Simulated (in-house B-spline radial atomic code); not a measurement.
Radial electron density of Bi II (Bi+), [Xe] 4f14 5d10 6s2 6p2. Method: scalar-relativistic (X2C) PBE, spin-polarised, spherical fractional occupations, Fermi nucleus of rms radius 5.5211 fm. Calculated with a radial B-spline atomic code at the basis-set limit.

One-electron X2C: radii and densities carry no picture-change correction, so inner-shell <1/r> comes out high (for 1s by about 2 % at Z = 33, 5 % at 54, 10 % at 75, 30 % at 118) and <r> low.

Columns: r (bohr), 4πr²n(r) (electrons per bohr), bar.

```
0.000241    3.553 #
0.000302    4.809 #
0.000378    6.463 ##
0.000474    8.661 ##
0.000594    11.54 ###
0.000745     15.3 ####
0.000933    20.13 ######
 0.00117    26.32 #######
 0.00147    34.16 ##########
 0.00184    43.63 ############
  0.0023    54.83 ################
 0.00288    67.79 ###################
 0.00361    81.96 #######################
 0.00453    96.33 ###########################
 0.00567    109.1 ###############################
 0.00711    118.4 ##################################
 0.00891    122.1 ###################################
  0.0112    119.3 ##################################
   0.014    111.6 ################################
  0.0175    103.9 #############################
   0.022    103.2 #############################
  0.0275      115 #################################
  0.0345    136.9 #######################################
  0.0432    155.3 ############################################
  0.0542    154.9 ############################################
  0.0679    136.3 #######################################
  0.0851    122.7 ###################################
   0.107    133.8 ######################################
   0.134    148.3 ##########################################
   0.167    131.2 #####################################
    0.21    94.01 ###########################
   0.263    85.66 ########################
   0.329    99.39 ############################
   0.413    88.93 #########################
   0.517    55.63 ################
   0.648    33.37 #########
   0.812    26.97 ########
    1.02    21.37 ######
    1.28    13.38 ####
     1.6    7.346 ##
       2    4.059 #
    2.51    2.225 #
    3.14    1.073 
    3.94   0.3901 
    4.94  0.09981 
    6.19  0.01623 
    7.75 0.001424 
    9.72 5.557e-05
```

On this grid the curve has 4 maxima, near 0.00891, 0.0432, 0.134, 0.329 bohr.

The 6p up radial function P(r) = rR(r), positive near the nucleus:

| r (bohr) | P |
| --- | --- |
| 0.000745 | 0.0009102 |
| 0.00117 | 0.00173 |
| 0.00184 | 0.003352 |
| 0.00288 | 0.006512 |
| 0.00453 | 0.01272 |
| 0.00711 | 0.02424 |
| 0.0112 | 0.04421 |
| 0.0175 | 0.0725 |
| 0.0275 | 0.09938 |
| 0.0432 | 0.09018 |
| 0.0851 | -0.06852 |
| 0.134 | -0.137 |
| 0.21 | 0.0435 |
| 0.329 | 0.1979 |
| 0.517 | -0.1042 |
| 0.812 | -0.305 |
| 1.28 | 0.1583 |
| 2 | 0.6407 |
| 3.14 | 0.5758 |
| 4.94 | 0.2111 |
| 7.75 | 0.0265 |
